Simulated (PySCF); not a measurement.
A structure optimised at PBE-D3(BJ)/def2-SVP, used in a PySCF frequency run:

```
C
O 1 1.3585
H 1 1.1073 2 117.45
C 2 1.4149 1 115.67 3 20.55
H 4 1.1062 2 107.42 1 -179.76
H 4 1.1139 5 109.13 2 120.91
H 4 1.1145 5 108.98 6 118.32
C 1 1.4883 3 120.50 2 -151.22
H 8 1.1192 1 106.64 3 -169.85
O 8 1.4412 9 109.86 1 117.74
H 10 0.9765 8 106.57 9 60.29
C 8 1.5320 9 109.49 1 -120.33
H 12 1.1085 8 111.62 9 57.23
H 12 1.1093 13 108.68 8 -121.53
H 12 1.1100 13 107.91 14 -116.50
```
Charge 0, spin multiplicity 2.

### Question
Write its SMILES and formula.

### Answer
CO[CH]C(C)O, C4H9O2

### Question
What are its rotational constants (standard atomic weights)?

### Answer
7.7269, 1.8439, 1.6090 GHz
